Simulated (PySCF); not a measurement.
## Löwdin shares of the frontier orbitals

C4H10AlN.
Cartesian coordinates in Å at the PBE0-D3(BJ)/def2-SVP level; atoms count from 1:
```
atom  x, y, z in Å
Al1    2.3995    0.3517    1.0638
N2     0.8700    0.0716    0.1953
C3    -0.1378    1.0517   -0.1619
C4    -1.4735    0.3969    0.2302
C5    -1.1766   -1.1179    0.1958
C6     0.3056   -1.2027   -0.2076
H7     3.2936   -0.9180    1.3940
H8     2.7515    1.8492    1.4560
H9    -0.1247    1.2422   -1.2549
H10    0.0390    2.0175    0.3360
H11   -2.2871    0.6878   -0.4509
H12   -1.7706    0.7109    1.2420
H13   -1.3293   -1.5656    1.1891
H14   -1.8226   -1.6626   -0.5086
H15    0.3839   -1.3321   -1.3067
H16    0.8382   -2.0476    0.2555
```

Theory: TDDFT CAM-B3LYP/def2-SVPD, vertical, gas phase, core orbitals frozen in the response in PySCF.

Frontier orbitals with the atoms that hold most of them (Löwdin shares over 4%, at most four atoms; ? is withheld):

```csv
orbital,ε (eV),atoms
HOMO-3,-10.49,"N2 28%, Al1 20%, C3 8%, C6 8%"
HOMO-2,-10.39,"C4 18%, C5 18%, H12 10%, H13 10%"
HOMO-1,-9.69,?
HOMO,-7.83,?
LUMO,?,"Al1 62%, H7 11%, H8 11%, N2 10%"
LUMO+1,0.97,Al1 59%
LUMO+2,1.59,"Al1 51%, H7 9%, H8 9%, C3 4%"
```

**Question.** Give the leading atoms of the HOMO.

**Answer.** N2 (bonded to Al and 2 C) 55%; C6 (bonded to C, N and 2 H) 9%; C3 (bonded to C, N and 2 H) 9%; Al1 (bonded to N and 2 H) 9%. By element: nitrogen 55%, carbon 18% or more, aluminium 9%.

**Question.** Which atoms hold the HOMO-1, and with what shares?

**Answer.** Al1 (bonded to N and 2 H) 37%; H8 (bonded to Al) 28%; H7 (bonded to Al) 27%. By element: hydrogen 55% or more, aluminium 37%.

**Question.** What is the LUMO energy, and the HOMO–LUMO gap?

**Answer.** ε(LUMO) = 0.18 eV; the gap is 8.01 eV (0.2944 hartree).

**Question.** How does S1 compare with the orbital gap of 8.01 eV?

**Answer.** S1 is at 5.19 eV (f = 0.163), 2.82 eV below the gap, made of HOMO→LUMO (98%). 

**Question.** One configuration dominates each of S1, S2 and S3. Which, and how do the shares of the two leading atoms of either orbital change from the occupied to the empty one?

**Answer.** 
- S1 (5.19 eV, f 0.163), HOMO→LUMO (98%): N2 55% → 10%, C6 9% → at most 7%, Al1 9% → 62%, H7 at most 9% → 11%
- S2 (5.91 eV, f 0.018), HOMO→LUMO+1 (78%): N2 55% → at most 4%, C6 9% → at most 4%, Al1 9% → 59%
- S3 (6.18 eV, f 0.0000), HOMO-1→LUMO (97%): Al1 37% → 62%, H8 28% → 11%, H7 27% → 11%

One conformer stands for the species.
